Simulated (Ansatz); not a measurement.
Species: TeCl, charge 0, multiplicity 2. 
Structure (B3LYP-D3(BJ)/def2-TZVP (Ansatz, an electronic-structure program) minimum search):
SMILES: [Te]Cl
```xyz
2

Te     0.0000     0.0000    -0.5765
Cl     0.0000     0.0000     1.7634
```
Charge 0, spin multiplicity 2.

Property: vertical electron affinity (to the singlet state of charge -1; a negative value means that the extra electron is unbound and the number depends on the basis; each state is the SCF solution reached for its spin), in eV. Cores are frozen in the correlated levels unless marked. UHF or UKS for open shells. Spin-orbit coupling is left out. The frozen core is the preceding noble-gas configuration, with the filled d and f shells of earlier blocks. Past Kr the def2 sets carry scalar-relativistic core potentials. Anions need diffuse functions: def2-D sets add few. CBS(X,Y): correlation extrapolated as X^-3; Hartree-Fock from the larger set.

| level | program | vertical electron affinity (eV) |
|---|---|---|
| PBE/def2-TZVPD | Ansatz | 2.36 |
| r2SCAN/def2-TZVPD | Ansatz | 2.37 |
| B3LYP/def2-TZVPD | Ansatz | 2.47 |
| BHLYP/def2-TZVPD | Ansatz | 2.38 |
| wB97M-V/def2-TZVPD | Ansatz | 2.44 |
| wB97X-V/def2-TZVPD | Ansatz | 2.48 |
| CCSD/def2-QZVPPD | Ansatz | 2.42 |
| CCSD(T)/def2-TZVPPD | Ansatz | 2.36 |
| CCSD(T)/def2-QZVPPD | Ansatz | 2.47 |
| CCSD(T)/CBS(def2-TZVPPD,def2-QZVPPD) | Ansatz | 2.56 |
